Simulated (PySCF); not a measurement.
CHCl2, SMILES Cl[CH]Cl (connectivity only; charge and spin as stated), charge +1, multiplicity 1.

Geometry: B3LYP-D3(BJ)/def2-TZVP. The spin state was assumed, not searched. The isomer is the one that the SMILES or the coordinates give; other isomers of the formula were not compared.

All values below come from HF/def2-TZVPD in PySCF.

Gas-phase values at a fixed geometry.

```json
{
 "total_energy": "-957.13856 hartree",
 "point_group": "C2v",
 "highest_occupied_level": "-19.69 eV",
 "lowest_empty_level": "-6.43 eV",
 "orbital_gap": "13.27 eV",
 "dipole_moment_about_the_centre_of_nuclear_charge": "1.78 D",
 "mean_static_polarisability": "34.3 bohr³ (5.08 Å³)",
 "polarisability_principal_values": "24.1, 29.0, 49.8 bohr³"
}
```
